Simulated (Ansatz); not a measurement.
A nudged elastic band was laid between two geometries of C₃H₇BOSe (13 atoms, charge 0, multiplicity 1).

Computed with Ansatz, RHF/def2-SVP.

```yaml
movable_images: 5
climbing_image: yes
spring: 5.0 eV/Å²
optimiser: quadratic models (default)
start_path: through a guess of the saddle point
force_threshold: 0.05 eV/Å
iteration_limit: 60
end_points: relaxed
```

First end point:

```xyz
13
Properties=species:S:1:pos:R:3
C 0.228 -1.973 0.618
B 0.442 -0.504 0.063
Se 2.220 0.088 -0.574
C -0.753 0.482 0.018
C -0.696 1.740 -0.422
O -1.749 2.554 -0.442
H 1.111 -2.611 0.609
H -0.143 -1.917 1.647
H -0.558 -2.467 0.036
H 2.941 -1.149 -0.327
H -1.725 0.145 0.369
H 0.227 2.173 -0.794
H -1.525 3.404 -0.785
```

Last end point:

```xyz
13
Properties=species:S:1:pos:R:3
C 0.159 -1.892 0.606
B 0.488 -0.451 0.033
Se 2.312 0.012 -0.568
C -0.638 0.611 -0.055
C -0.492 1.860 -0.512
O -1.432 2.788 -0.599
H 0.995 -2.590 0.621
H -0.221 -1.794 1.628
H -0.650 -2.340 0.020
H 2.941 -1.266 -0.284
H -1.634 0.325 0.283
H 0.457 2.241 -0.870
H -2.265 2.461 -0.287
```

What changes between the two ends?

No bond is made or broken. The dihedral C4–C5–O6–H13 goes from -180 to 0°.

What energy profile does the band end with?

The forces met the threshold. The highest image is number 2 of 0 to 6, 8.0 kcal/mol above the first end and 10.0 kcal/mol above the last; the last end lies 2.0 kcal/mol below the first. The dihedral C4–C5–O6–H13 jumps by 178° between images 3 and 4, so the path isn't resolved there. A vibrational analysis at the climbing image gives one clearly imaginary mode, 293i cm⁻¹: a first-order saddle point.

| image | path coordinate (Å) | energy (kcal/mol) | dihedral C4–C5–O6–H13 (°) |
| --- | --- | --- | --- |
| 0 | 0.00 | 0.0 | -180 |
| 1 | 1.32 | 1.4 | 179 |
| 2 | 2.65 | 8.0 | -179 |
| 3 | 4.89 | 0.7 | -179 |
| 4 | 7.14 | -1.1 | 0 |
| 5 | 9.38 | -1.1 | -1 |
| 6 | 11.63 | -2.0 | 0 |

What is the geometry of the highest image?


```xyz
13
Properties=species:S:1:pos:R:3:forces:R:3
C 0.096 -2.108 0.584 0.00 0.00 0.00
B 0.292 -0.670 -0.036 0.00 0.00 0.00
Se 1.947 -0.407 -1.239 0.00 0.00 0.00
C -0.697 0.478 0.192 0.00 0.00 0.00
C -0.588 1.682 -0.390 0.00 0.00 0.00
O -1.458 2.660 -0.192 0.00 0.00 0.00
H 0.983 -2.408 1.149 0.00 0.00 0.00
H -0.779 -2.185 1.232 0.00 0.00 0.00
H -0.004 -2.841 -0.223 0.00 0.00 0.00
H 2.781 0.095 -0.156 0.00 0.00 0.00
H -1.554 0.334 0.844 0.00 0.00 0.00
H 0.234 1.903 -1.061 0.00 0.00 0.00
H -1.233 3.432 -0.688 0.00 0.00 0.00
```

Time of the run: 7.5 min on 2 threads of Intel(R) Xeon(R) CPU @ 2.80GHz (Skylake/Cascade Lake), with other jobs on the host, peak memory 0.44 GiB.
